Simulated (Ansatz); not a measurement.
Isolated molecules relaxed with PBE0-D4/def2-TZVP in Ansatz; ΔE leaves out vibrations. CCSD(T)/CBS adds triple-zeta CCSD(T) − MP2 to the extrapolated MP2 energy (def2 sets, frozen cores). This one scheme is used for every species. Functionals use def2-TZVPP. For Se outer-core shells are correlated without core-valence functions, which leaves a few kJ/mol of doubt a bond. Scalar relativity is left out up to krypton. Each species was taken in one conformer, which may not be the lowest.

Reaction (ligand exchange at the Si–O bond): `O[SiH](F)[SeH]` + CH₃OH → `CO[SiH](F)[SeH]` + H₂O

`O[SiH](F)[SeH]`:

Z-matrix (Å, degrees):
```
Si
F 1 1.593
Se 1 2.267 2 103.3
O 1 1.626 2 111.6 3 121.4
H 1 1.471 2 108.6 3 -122.2
H 3 1.470 1 91.2 2 177.2
H 4 0.960 1 118.0 2 -73.2
```

CH₃OH:

Cartesian coordinates in Å:
```
C 0.319 0.002 0.158
O -1.072 -0.193 0.049
H 0.603 -0.274 1.174
H 0.609 1.048 -0.004
H 0.886 -0.630 -0.537
H -1.345 0.046 -0.839
```

`CO[SiH](F)[SeH]`:

Z-matrix (Å, degrees):
```
C
O 1 1.412
H 1 1.094 2 111.3
H 1 1.094 2 111.1 3 121.4
H 1 1.090 2 107.8 3 -119.6
Si 2 1.621 1 126.2 3 -51.4
Se 6 2.264 2 112.7 1 55.0
F 6 1.586 2 104.4 1 176.0
H 6 1.479 2 113.4 1 -65.9
H 7 1.470 6 91.9 2 51.8
```

H₂O:

Cartesian coordinates in Å:
```
O -0.117 -0.368 0.048
H 0.589 0.084 0.513
H -0.472 0.284 -0.561
```

```
        level  ΔE (kJ/mol)
     PBE-QIDH          3.5
CCSD/def2-SVP          4.2
```

Question: What does CCSD(T)/CBS give? (Best estimate.)

Answer: Computed: -0.8 kJ/mol. The listed levels differ from it by 4.3, 5.0 kJ/mol.

Largest T1 diagnostic among the species: 0.011.

In def2-TZVPP, CCSD(T) changes the Hartree–Fock value by −5.8 kJ/mol (the triples alone add −0.9 kJ/mol) and MP2 by −7.0 kJ/mol. The D4 term adds −6.4 kJ/mol with B3LYP and −3.8 kJ/mol with PBE0; it sums over pairs of atoms, weighted by their polarisabilities, and B3LYP, whose exchange is more repulsive, gets the larger term.

B3LYP here is the variant with VWN-RPA as its local correlation; programs differ in this.
